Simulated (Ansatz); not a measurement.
V(NH)Cl3 (VNCl3H). Total charge 0; singlet. Geometry PBE-D4/def2-SVP.

```xyz
6

V     0.259    0.281    0.060
N    -0.814   -0.883   -0.189
H    -1.504   -1.630   -0.348
Cl   -0.452    2.036   -0.974
Cl    2.142   -0.406   -0.740
Cl    0.369    0.602    2.191
```

At HF/def2-TZVP the restricted singlet is unstable: a solution with broken spin symmetry lies lower. The restricted singlet is unstable towards broken spin symmetry in Hartree–Fock (as tested in another run); at PBE-D4/def2-TZVP, PBE-D4/def2-TZVPD, r2SCAN0-D4/def2-TZVP, ωB97X-V/def2-TZVP this wasn't settled.

(1) Estimate the orbital energies around the gap (eV) in Ansatz with HF/def2-TZVP, PBE-D4/def2-TZVP, PBE-D4/def2-TZVPD, r2SCAN0-D4/def2-TZVP, ωB97X-V/def2-TZVP.

## Answers

(1) 
| orbital | HF/def2-TZVP | PBE-D4/def2-TZVP | PBE-D4/def2-TZVPD | r2SCAN0-D4/def2-TZVP | ωB97X-V/def2-TZVP |
| --- | --- | --- | --- | --- | --- |
| HOMO−5 | -13.59 | -8.76 | -8.83 | -10.46 | -12.69 |
| HOMO−4 | -13.59 | -8.76 | -8.83 | -10.46 | -12.69 |
| HOMO−3 | -13.59 | -8.65 | -8.72 | -10.39 | -12.67 |
| HOMO−2 | -12.34 | -7.95 | -8.01 | -9.50 | -11.53 |
| HOMO−1 | -12.05 | -7.49 | -7.56 | -9.12 | -11.26 |
| HOMO | -12.05 | -7.49 | -7.56 | -9.12 | -11.26 |
| LUMO | 0.18 | -4.66 | -4.73 | -3.92 | -1.81 |
| LUMO+1 | 0.18 | -4.66 | -4.73 | -3.92 | -1.81 |
| LUMO+2 | 0.66 | -3.25 | -3.32 | -2.59 | -0.50 |
| LUMO+3 | 0.66 | -3.21 | -3.30 | -2.59 | -0.49 |
| LUMO+4 | 1.01 | -3.21 | -3.29 | -2.50 | -0.49 |
| LUMO+5 | 2.34 | -0.26 | -0.63 | 0.78 | 1.91 |
